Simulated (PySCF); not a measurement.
**Co²⁺ (cobalt, charge +2) across methods**

[Ar] 3d6 4p1, one real determinant (an excited configuration). Calculation: PySCF 2.14, in aug-cc-pVTZ with one added diffuse shell each of s, p, d, f, g type (9s8p6d4f3g, 118 functions); the non-relativistic Hamiltonian (point nucleus).

```tsv
method	E (hartree)	mean ε 3d α (eV)	mean ε 3d β (eV)	mean ε 4p α (eV)	Σ⟨r²⟩ (bohr²)	⟨S²⟩
LDA	-1378.749	-36.948	-32.690	-18.245	21.54	8.751
MN15	-1381.529	-40.401	-36.328	-19.255	21.65	8.751
PBE0	-1381.156	-39.757	-35.372	-18.869	21.61	8.751
r2SCAN	-1381.354	-37.309	-32.959	-18.293	21.53	8.751
PBEsol	-1379.882	-36.683	-32.555	-18.135	21.57	8.751
UHF	-1380.20657	-48.218	-42.141	-20.538	21.92	8.753
BP86	-1381.546	-36.735	-32.984	-18.278	21.55	8.751
PBE	-1381.107	-36.675	-32.746	-18.163	21.60	8.751
```

⟨L²⟩ = 8.01 against 12 for a pure F term, so this real determinant mixes terms.
